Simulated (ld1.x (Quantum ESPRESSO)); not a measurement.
## Fe (Z = 26): one change to a TM potential, before and after

Fe (Z = 26), norm-conserving Troullier–Martins (Kleinman–Bylander form), made with ld1.x (Quantum ESPRESSO) 7.5 (PBEsol, scalar-relativistic). Core [Ar], reference 3d6 4s1 4p1. Waves: 4s (bound): rc 2.05 bohr; 3d (bound): rc 1.40 bohr; 4f channel at -0.05 Ry: rc 2.50 bohr; 4p (bound): rc 2.65 bohr. Local part: the p channel. Core correction: none.

All-electron outer shells of the reference configuration (PBEsol, scalar-relativistic, ld1.x):

```csv
shell,level (eV),outermost node (bohr),outermost maximum (bohr)
3s,-95.50,0.33,0.70
3p,-61.66,0.30,0.72
3d,-9.20,–,0.71
4s,-6.37,1.00,2.38
4p,-2.12,1.10,3.17
```

Change: core [Ne], valence charge 16; reference 3s2 3p6 3d6 4s2 4p0; waves now 3p (bound): rc 1.15 bohr; 3d (bound): rc 1.85 bohr; 4f channel at -0.05 Ry: rc 1.90 bohr; 3s (bound): rc 1.00 bohr; local potential the s channel; core correction Bessel-smoothed model core inside 0.85 bohr (4s counted twice).

Cutoffs: the cutoffs (Ry, on a coarse ladder) from which the occupation-weighted sum of valence levels, in a spherical-Bessel basis at the reference potential, stays within 10 and 1 mRy of its value at 400 Ry; they do not see the model core or the augmentation charge, which bear on the density cutoff. Errors are all-electron minus pseudo energies relative to the spin-unpolarised reference configuration.

Question: What does the change do?

Answer: The potential gets harder (120 Ry and 200 Ry → 140 Ry and 230 Ry); the bound ghost in s disappears; the miss of the reference levels goes from 0.00 to 0.17 eV. The added semicore shells are compact, so their waves need more plane waves. In the changed file ld1.x takes every shell without a wave as core, so the model core holds the 4s electrons as well and exchange and correlation see them twice. This cancels in the reference configuration, but the file is broken for other ones, and its errors say nothing about a proper core correction. Several settings change at once here, so the effects cannot be laid on one of them.

| quantity | base | changed |
| --- | --- | --- |
| cutoff, loose | 120 Ry | 140 Ry |
| cutoff, tight | 200 Ry | 230 Ry |
| loose cutoff by channel (10 mRy a level) | s 8 Ry, d 100 Ry, p 6 Ry | p 55 Ry, d 70 Ry, s 140 Ry |
| bound ghosts | s | none |
| largest miss of a reference level, eV | 0.00 | 0.17 |
| largest error over its own tests, meV | -1592 | -2001 |

 A true bound ghost makes a file unfit for plane-wave use even where its test errors are small: the radial tests pick states by their node count and pass the ghost by.
